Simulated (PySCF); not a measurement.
**Spinor energies of C³⁺ (carbon, charge +3)**

Start: [He] 2s1; 2s1/2 filled at m_j = +1/2. Calculated with PySCF 2.14 in x2c-SVPall-2c (3s2p1d, 14 functions): generalised Hartree-Fock with the X2C-1e Hamiltonian and a Gaussian nucleus; one run each with spin-orbit coupling (SO) switched off, then screened by Boettger's factors.

```json
{"spinor shell": "1s1/2", "electrons": "2", "ε, spin-free (eV)": "-367.77", "ε, screened SO (eV)": "-367.77", "weight of nominal j (screened SO)": "1.000", "rms radius, screened SO (bohr)": "0.310"}
{"spinor shell": "2s1/2", "electrons": "1", "ε, spin-free (eV)": "-63.542", "ε, screened SO (eV)": "-63.542", "weight of nominal j (screened SO)": "1.000", "rms radius, screened SO (bohr)": "1.43"}
```

| quantity | spin-free | screened SO |
| --- | --- | --- |
| E (hartree) | -34.69489 | -34.69489 |
| M_J | 1/2 | 1/2 |
| ⟨J²⟩ | 0.750 | 0.750 |
| ⟨L²⟩ | 0.000 | 0.000 |
| ⟨S²⟩ | 0.750 | 0.750 |

Each row is a mean over spinors that exchange with the open shell spreads, by up to 2.134 eV (1s1/2).

Without spin-orbit coupling the j labels of p, d and f shells carry no meaning; the spin-free column gives the mean over the occupied spinors of each nl shell.
